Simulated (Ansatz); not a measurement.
```xyz
5

C     0.0000    0.0000   -1.6321
Br    0.0000    0.0000    0.4518
H     0.0000   -1.1226   -2.0066
H    -0.9722    0.5613   -2.0066
H     0.9722    0.5613   -2.0066
```

Basis set: 6-31G* (spherical functions). Correlated methods keep 10 orbitals frozen. Charge 0, multiplicity 1.

Computed with Ansatz (development build ahead of 0.2.0); each method stands on the lowest determinant of its kind that the runs found. Restricted open shells among the atoms or ions are ROHF, correlated in semicanonical orbitals with singles.

Q: Give the atomization energy at this shape (free ground-state atoms in the same class of orbitals less the molecule, no zero-point energy) of singlet CH3Br by RHF-MP2, RHF.

A:

```tsv
method	atomization energy
RHF-MP2	14.60 eV
RHF	11.84 eV
```

Caution: the shape is not the minimum.
